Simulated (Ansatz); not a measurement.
Consider the atomization: `[SH][Sn]([Cl])([Cl])[Cl]` → 3 Cl• + H• + S• + Sn•.

Computed with Ansatz on PBE0-D4/def2-TZVP structures; ΔE is electronic, products minus reactants. CCSD(T)/CBS adds triple-zeta CCSD(T) − MP2 to the extrapolated MP2 energy (def2 sets, frozen cores). This one scheme is used for every species, atoms too. DFT in def2-TZVPP. No spin–orbit coupling; open shells (•) take unrestricted orbitals. Spin–orbit coupling would lower the free atoms: a little for Cl, S; strongly for Sn. Elements past krypton have def2 core potentials. Bonds to Sn are less sure, by a few kJ/mol each and by 10 to 20 or more in all where they break to atoms, as the def2 sets lack core-valence functions. One conformer a species, not always the lowest.

| level | ΔE (kJ/mol) |
| --- | --- |
| PBE-QIDH | 1613.3 |
| MP2/def2-QZVPP | 1665.7 |

**Question.** What does CCSD(T)/CBS give? (Best estimate.)

**Answer.** The calculation gave: +1643.8 kJ/mol. The listed levels differ from it by -30.5, 21.9 kJ/mol.

Largest T1 diagnostic among the species: 0.011.

The D4 term adds +43.8 kJ/mol with B3LYP and +23.4 kJ/mol with PBE0; it sums over pairs of atoms, weighted by their polarisabilities, and B3LYP, whose exchange is more repulsive, gets the larger term. At CCSD(T), def2-SVP lies −208.5 kJ/mol from the extrapolated value and def2-TZVPP −87.7 kJ/mol: correlation converges slowly with the basis, and small sets miss more of it in the bonded molecule than in its fragments.

B3LYP here is the variant with VWN-RPA as its local correlation; programs differ in this.

For atomizations the MP2-based limit and the directly extrapolated one differ by several kJ/mol either way, and by 10 to 25 for some Ge, Se and Sn compounds, so smaller differences from it don't rank the levels.
